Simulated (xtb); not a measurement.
difluoromethyl(fluoro)silane (CH3F3Si), SMILES F[SiH2]C(F)F. All values are semi-empirical tight-binding results from xtb (GFN2-xTB unless named), good for trends rather than for accurate numbers. The structure is a stationary point at GFN2-xTB. The values are those of a single conformer.

Computed properties:
| Quantity | Result |
|---|---|
| point group as xtb finds it | Cs |
| orbital gap | 5.43 eV |
| dipole moment | 4.03 D |
| zero-point energy | 25.0 kcal/mol |
| G − E(el) at 298.15 K (modified RRHO) | 5.9 kcal/mol |
| static polarisability (D4 model) | 47.7 bohr³ |
| solvation energy, GFN2-xTB/ALPB(water) | -2.6 kcal/mol |
| solvation energy, GFN2-xTB/ALPB(dmso) | -3.0 kcal/mol |
